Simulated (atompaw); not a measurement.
Tb: PAW (atompaw) pseudisation with PBE, scalar-relativistic reference atom.

Tb (Z = 65), PAW, made with atompaw 4.2.0.5 (PBE, scalar-relativistic). Core [Kr] 4d10, reference 4f8 5s2 5p6 5d1 6s2 6p0. Waves: 5s (bound); 6s (bound); 5p (bound); 6p (bound, empty); 5d (bound); 5d channel at 0.52 Ry; 4f (bound); 4f channel at 4.15 Ry. Local part: bessel scheme, radius 2.70 bohr. Core correction: smooth core density matched at 2.55 bohr. Augmentation charge: sinc compensation charge, radius 2.60 bohr; PAW radius 3.00 bohr; waves and projectors: bloechl.

All-electron outer shells of the reference configuration (PBE, scalar-relativistic, ld1.x):

```
shell  level (eV)  outermost node (bohr)  outermost maximum (bohr)
   4p     -287.57                   0.28                      0.53
   4d     -153.88                   0.26                      0.55
   5s      -51.27                   0.64                      1.18
   5p      -27.89                   0.69                      1.33
   4f       -8.97                      –                      0.55
   6s       -4.19                   1.57                      3.32
   5d       -2.42                   0.77                      1.94
   6p       -1.33                   1.89                      4.54
```

Q: Does the generator finish with these settings?

A: Yes, a potential is produced.

Q: Estimate the cutoffs (Ry, on a coarse ladder) from which the occupation-weighted sum of valence levels, in a spherical-Bessel basis at the reference potential, stays within 10 and 1 mRy of its value at 400 Ry.

A: 30 Ry and 35 Ry.

Q: What does a ghost test show?

A: No extra level below or beside the all-electron valence levels (s, p, d, f tested).

Q: Is the overlap operator S = 1 + Σ q|β⟩⟨β| positive definite (Bessel basis up to 400 Ry)?

A: Yes: its lowest eigenvalue is 0.49 (s channel).

Q: Which valence shell sets the plane-wave cutoff?

A: 4f: its level needs 30 Ry to come within 1 mRy, against 21 Ry for 5p.
